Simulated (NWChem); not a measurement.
System: dimethyl telluride (C₂H₆Te); SMILES C[Te]C

```xyz
9

C      1.5332    -0.5980     0.9921
Te     0.0150     0.1706    -0.3263
C     -1.6199    -0.3999     0.9525
H      1.3991    -1.6785     1.1309
H      2.5052    -0.4102     0.5162
H      1.4939    -0.0764     1.9571
H     -1.6252    -1.4884     1.0939
H     -2.5487    -0.0936     0.4525
H     -1.5397     0.1150     1.9185
```
Atoms are numbered in this order, from 1.

Level: PBE0/def2-SVP with def2 effective core potentials on Te (NWChem), optimised geometry, unscaled harmonic frequencies. def2 effective core potentials on Te; no spin-orbit coupling.

| frequency (cm⁻¹) | IR intensity (km/mol) |
|---|---|
| 116 | 0.1 |
| 126 | 0.0 |
| 171 | 0.0 |
| 537 | 0.7 |
| 542 | 5.9 |
| 783 | 1.1 |
| 818 | 0.0 |
| 851 | 21.1 |
| 895 | 30.6 |
| 1236 | 9.4 |
| 1254 | 5.7 |
| 1427 | 0.0 |
| 1435 | 16.0 |
| 1437 | 18.3 |
| 1444 | 0.9 |
| 3076 | 12.1 |
| 3079 | 11.8 |
| 3202 | 1.5 |
| 3203 | 0.1 |
| 3204 | 1.5 |
| 3208 | 0.0 |

```json
{
  "zero_point_energy": "45.8 kcal/mol",
  "thermal correction to the enthalpy at 298.15 K (with zero-point energy)": "49.9 kcal/mol",
  "heat capacity Cv": "17.1 cal/(mol K)",
  "entropy at 298.15 K and 1 atm (symmetry number 2)": "75.3 cal/(mol K)"
}
```

Rigid rotor and harmonic oscillator.
